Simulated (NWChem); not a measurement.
All runs are NWChem calculations. System: I₂, charge 0, spin multiplicity 1, displaced from the optimised geometry. Level: RHF/def2-SVP with def2 effective core potentials on I, spin-restricted.

Output (cleaned and shortened):

```
             Northwest Computational Chemistry Package (NWChem) 7.3.0
             --------------------------------------------------------

                                NWChem Input Module
                                -------------------

 Scaling coordinates for geometry "geometry" by  1.889725989
 (inverse scale =  0.529177249)

                             Geometry "geometry" -> ""
                             -------------------------

 Output coordinates in angstroms (scale by  1.889725989 to convert to a.u.)

  No.       Tag          Charge          X              Y              Z
 ---- ---------------- ---------- -------------- -------------- --------------
    1 I                   53.0000     0.00000000     0.00000000     1.12662500
    2 I                   53.0000     0.00000000     0.00000000    -1.34122000

 Effective nuclear repulsion energy (a.u.)     602.3307348882

            Nuclear Dipole moment (a.u.)
            ----------------------------
        X                 Y               Z
 ---------------- ---------------- ----------------
     0.0000000000     0.0000000000   -21.4928646715


 Summary of "ao basis" -> "" (spherical)
 ------------------------------------------------------------------------------
       Tag                 Description            Shells   Functions and Types
 ---------------- ------------------------------  ------  ---------------------
 *                          def2-svp                  on all atoms

 Summary of "ao basis" -> "ao basis" (spherical)
 ------------------------------------------------------------------------------
       Tag                 Description            Shells   Functions and Types
 ---------------- ------------------------------  ------  ---------------------
 I                          def2-svp                10       26   4s4p2d

                                 NWChem SCF Module
                                 -----------------

  ao basis        = "ao basis"
  functions       =    52
  atoms           =     2
  closed shells   =    25
  open shells     =     0
  charge          =   0.00
  wavefunction    = RHF
  use symmetry    = F
  symmetry adapt  = F

 Summary of "ao basis" -> "ao basis" (spherical)
 ------------------------------------------------------------------------------
       Tag                 Description            Shells   Functions and Types
 ---------------- ------------------------------  ------  ---------------------
 I                          def2-svp                10       26   4s4p2d

 Forming initial guess at       0.0s

      Superposition of Atomic Density Guess
      -------------------------------------

 Sum of atomic energies:        -694.25423975

      Non-variational initial energy
      ------------------------------

 Total energy =    -593.587402
 1-e energy   =   -1302.650342
 2-e energy   =     575.044888
 HOMO         =      -0.275812
 LUMO         =      -0.071122

 Starting SCF solution at       0.2s

 ----------------------------------------------
         Quadratically convergent ROHF

 Convergence threshold     :          1.000E-07
 Maximum no. of iterations :          100
 Final Fock-matrix accuracy:          1.000E-09
 ----------------------------------------------

              iter       energy          gnorm     gmax       time
             ----- ------------------- --------- --------- --------
                 1     -593.2889822819  3.67D-01  1.41D-01      0.2
                 2     -593.3007698408  8.61D-02  2.76D-02      0.2
                 3     -593.3015731485  4.61D-03  1.28D-03      0.2
                 4     -593.3015753251  3.04D-06  1.36D-06      0.3
                 5     -593.3015753251  4.96D-09  2.08D-09      0.3

       Final RHF  results
       ------------------

         Total SCF energy =   -593.301575325139
      One-electron energy =  -1302.117773616108
      Two-electron energy =    574.798145850556
 Nuclear repulsion energy =    134.018052440413

        Time for solution =      0.0s

             Final eigenvalues
             -----------------

              1
    1   -7.7671
    2   -7.7670
    3   -5.6273
    4   -5.6266
    5   -5.6096
    6   -5.6096
    7   -5.6095
    8   -5.6095
    9   -2.3285
   10   -2.3174
   11   -2.3174
   12   -2.3174
   13   -2.3137
   14   -2.3137
   15   -2.2981
   16   -2.2981
   17   -2.2978
   18   -2.2978
   19   -1.0023
   20   -0.8315
   21   -0.4899
   22   -0.4562
   23   -0.4562
   24   -0.3492
   25   -0.3492
   26    0.0220
   27    0.3558
   28    0.4255
   29    0.4486
   30    0.4486
   31    0.4742
   32    0.5437
   33    0.5437
   34    0.5546
   35    0.5546

                       ROHF Final Molecular Orbital Analysis
                       -------------------------------------

 Vector   23  Occ=2.000000D+00  E=-4.561905D-01
              MO Center= -4.4D-15, -2.3D-14, -1.1D-01, r^2= 3.1D+00
   Bfn.  Coefficient  Atom+Function         Bfn.  Coefficient  Atom+Function
  ----- ------------  ---------------      ----- ------------  ---------------
    12      0.420431  1 I  py                38      0.420431  2 I  py
    15      0.335756  1 I  py                41      0.335756  2 I  py
     9     -0.169064  1 I  py                35     -0.169064  2 I  py

 Vector   24  Occ=2.000000D+00  E=-3.492439D-01
              MO Center= -2.2D-16, -1.8D-15, -1.1D-01, r^2= 3.8D+00
   Bfn.  Coefficient  Atom+Function         Bfn.  Coefficient  Atom+Function
  ----- ------------  ---------------      ----- ------------  ---------------
    11      0.456125  1 I  px                37     -0.456125  2 I  px
    14      0.447692  1 I  px                40     -0.447692  2 I  px
     8     -0.182577  1 I  px                34      0.182577  2 I  px

 Vector   25  Occ=2.000000D+00  E=-3.492439D-01
              MO Center=  2.1D-16, -7.4D-15, -1.1D-01, r^2= 3.8D+00
   Bfn.  Coefficient  Atom+Function         Bfn.  Coefficient  Atom+Function
  ----- ------------  ---------------      ----- ------------  ---------------
    12      0.456125  1 I  py                38     -0.456125  2 I  py
    15      0.447692  1 I  py                41     -0.447692  2 I  py
     9     -0.182577  1 I  py                35      0.182577  2 I  py

 Vector   26  Occ=0.000000D+00  E= 2.196619D-02
              MO Center= -1.3D-15,  3.5D-15, -1.1D-01, r^2= 4.9D+00
   Bfn.  Coefficient  Atom+Function         Bfn.  Coefficient  Atom+Function
  ----- ------------  ---------------      ----- ------------  ---------------
    16      0.872310  1 I  pz                42      0.872310  2 I  pz
     4     -0.452785  1 I  s                 30      0.452785  2 I  s
    13      0.367221  1 I  pz                39      0.367221  2 I  pz
     3     -0.199865  1 I  s                 29      0.199865  2 I  s
    10     -0.161849  1 I  pz                36     -0.161849  2 I  pz

 Vector   27  Occ=0.000000D+00  E= 3.557714D-01
              MO Center= -4.9D-15,  1.3D-14, -1.1D-01, r^2= 3.3D+00
   Bfn.  Coefficient  Atom+Function         Bfn.  Coefficient  Atom+Function
  ----- ------------  ---------------      ----- ------------  ---------------
     3      1.136821  1 I  s                 29      1.136821  2 I  s
     4     -0.874152  1 I  s                 30     -0.874152  2 I  s
    24      0.399418  1 I  d  0              50      0.399418  2 I  d  0
    16      0.355849  1 I  pz                42     -0.355849  2 I  pz
    13     -0.316647  1 I  pz                39      0.316647  2 I  pz

 Vector   28  Occ=0.000000D+00  E= 4.255417D-01
              MO Center= -9.5D-15,  5.1D-15, -1.1D-01, r^2= 7.0D+00
   Bfn.  Coefficient  Atom+Function         Bfn.  Coefficient  Atom+Function
  ----- ------------  ---------------      ----- ------------  ---------------
     3      1.178527  1 I  s                 29      1.178527  2 I  s
     4     -1.018317  1 I  s                 30     -1.018317  2 I  s
    16     -0.611551  1 I  pz                42      0.611551  2 I  pz
    13      0.559166  1 I  pz                39     -0.559166  2 I  pz
    24     -0.245763  1 I  d  0              50     -0.245763  2 I  d  0

 center of mass
 --------------
 x =   0.00000000 y =   0.00000000 z =  -0.20276287

 moments of inertia (a.u.)
 ------------------
        1379.959768621256           0.000000000000           0.000000000000
           0.000000000000        1379.959768621256           0.000000000000
           0.000000000000           0.000000000000           0.000000000000

  Mulliken analysis of the total density
  --------------------------------------

    Atom       Charge   Shell Charges
 -----------   ------   -------------------------------------------------------
    1 I   25    25.00   1.83  0.22  1.24  0.68  2.93  3.12  2.57  2.34  9.82  0.24
    2 I   25    25.00   1.83  0.22  1.24  0.68  2.93  3.12  2.57  2.34  9.82  0.24

       Multipole analysis of the density wrt the origin
       ------------------------------------------------

     L   x y z        total         open         nuclear
     -   - - -        -----         ----         -------
     0   0 0 0      0.000000      0.000000     50.000000

     1   1 0 0     -0.000000      0.000000      0.000000
     1   0 1 0      0.000000      0.000000      0.000000
     1   0 0 1      0.000000      0.000000    -10.138144

     2   2 0 0    -40.884704      0.000000      0.000000
     2   1 1 0      0.000000      0.000000      0.000000
     2   1 0 1      0.000000      0.000000      0.000000
     2   0 2 0    -40.884704      0.000000      0.000000
     2   0 1 1     -0.000000      0.000000      0.000000
     2   0 0 2    -36.077017      0.000000    273.914469

 Task  times  cpu:        0.3s     wall:        0.3s

 Total times  cpu:        0.3s     wall:        0.3s
```

Problem. Write an NWChem input that would produce this output.

Solution. Several could match; the one computed here: 
```
start mol
memory heap 200 mb stack 900 mb global 1100 mb
geometry units angstroms nocenter noautoz noautosym
  I      0.000000     0.000000     1.126625
  I      0.000000     0.000000    -1.341220
end
basis spherical
  * library def2-svp
end
ecp
  I library def2-ecp
end
scf
  rhf
  nopen 0
  maxiter 100
  thresh 1e-7
  semidirect memsize 60000000 filesize 0
end
task scf energy
```
